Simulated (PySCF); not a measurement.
Magnetic susceptibility: SMILES CC(=O)c1nnc(C)n1C, C$_{6}$H$_{9}$N$_{3}$O

Molfile (atoms numbered from 1):
```
C6H9N3O
     RDKit          3D

 19 19  0  0  0  0  0  0  0  0999 V2000
    3.2170    0.2591   -0.1609 C   0  0  0  0  0  0  0  0  0  0  0  0
    1.9577   -0.1464    0.5466 C   0  0  0  0  0  0  0  0  0  0  0  0
    1.9448   -0.7179    1.6185 O   0  0  0  0  0  0  0  0  0  0  0  0
    0.7335    0.2013   -0.1772 C   0  0  0  0  0  0  0  0  0  0  0  0
    0.6998    0.9230   -1.2770 N   0  0  0  0  0  0  0  0  0  0  0  0
   -0.5635    1.0685   -1.6495 N   0  0  0  0  0  0  0  0  0  0  0  0
   -1.3225    0.4392   -0.7832 C   0  0  0  0  0  0  0  0  0  0  0  0
   -2.7973    0.3539   -0.8176 C   0  0  0  0  0  0  0  0  0  0  0  0
   -0.5515   -0.1308    0.1803 N   0  0  0  0  0  0  0  0  0  0  0  0
   -1.0102   -0.9129    1.2931 C   0  0  0  0  0  0  0  0  0  0  0  0
    3.4965   -0.5449   -0.8412 H   0  0  0  0  0  0  0  0  0  0  0  0
    4.0197    0.3959    0.5589 H   0  0  0  0  0  0  0  0  0  0  0  0
    3.0487    1.1547   -0.7499 H   0  0  0  0  0  0  0  0  0  0  0  0
   -3.1611    0.9070   -1.6776 H   0  0  0  0  0  0  0  0  0  0  0  0
   -3.1183   -0.6847   -0.8937 H   0  0  0  0  0  0  0  0  0  0  0  0
   -3.2231    0.7785    0.0914 H   0  0  0  0  0  0  0  0  0  0  0  0
   -1.7086   -0.3283    1.8952 H   0  0  0  0  0  0  0  0  0  0  0  0
   -1.5179   -1.8110    0.9343 H   0  0  0  0  0  0  0  0  0  0  0  0
   -0.1537   -1.1951    1.9021 H   0  0  0  0  0  0  0  0  0  0  0  0
  1  2  1  0
  2  3  2  0
  2  4  1  0
  4  5  2  0
  5  6  1  0
  6  7  2  0
  7  8  1  0
  7  9  1  0
  9 10  1  0
  9  4  1  0
  1 11  1  0
  1 12  1  0
  1 13  1  0
  8 14  1  0
  8 15  1  0
  8 16  1  0
 10 17  1  0
 10 18  1  0
 10 19  1  0
M  END
```

Theory: GIAO B97-2/pcSseg-1 magnetisability, rotational g tensor and spin-rotation constants, non-relativistic, gas phase in PySCF 2.14.0. Geometry: GFN2-xTB.

**Question.** How diamagnetic is it, and how anisotropic?

**Answer.** Isotropic -1293 × 10⁻³⁰ J/T², or -77.8 × 10⁻⁶ cm³/mol; principal values -1841, -1108, -930 × 10⁻³⁰ J/T², anisotropy 836 × 10⁻³⁰ J/T² (root of half the summed squared differences of the principal values). The susceptibility is in cgs units.

**Question.** Split it along the inertial axes a, b, c into diamagnetic and paramagnetic parts about the centre of mass, with the quadrupole moment.

**Answer.** 
| axis | χ (10⁻⁶ cm³/mol) | diamagnetic (10⁻⁶ cm³/mol) | paramagnetic (10⁻⁶ cm³/mol) | summed x² of all electrons (Å²) | quadrupole Θ (D Å) |
| --- | --- | --- | --- | --- | --- |
| a | -61.0 | -568.6 | 507.6 | 281.0 | +7.68 |
| b | -61.8 | -1263.8 | 1202.0 | 117.1 | -9.74 |
| c | -110.8 | -1688.8 | 1577.9 | 16.9 | +2.06 |

Anisotropies 2χaa − χbb − χcc = +50.7 and 2χbb − χaa − χcc = +48.3 × 10⁻⁶ cm³/mol. Θ is traceless in Buckingham's convention.

**Question.** And the rotational g tensor?

**Answer.** 
| axis | rotational constant (GHz) | g | nuclear part | electronic part |
| --- | --- | --- | --- | --- |
| a | 2.6864 | -0.0606 | 0.5801 | -0.6407 |
| b | 1.0600 | -0.0184 | 0.5802 | -0.5986 |
| c | 0.7719 | +0.0019 | 0.5741 | -0.5722 |

Asymmetric top; isotopes 12C, 1H, 14N, 16O; no vibrational averaging.
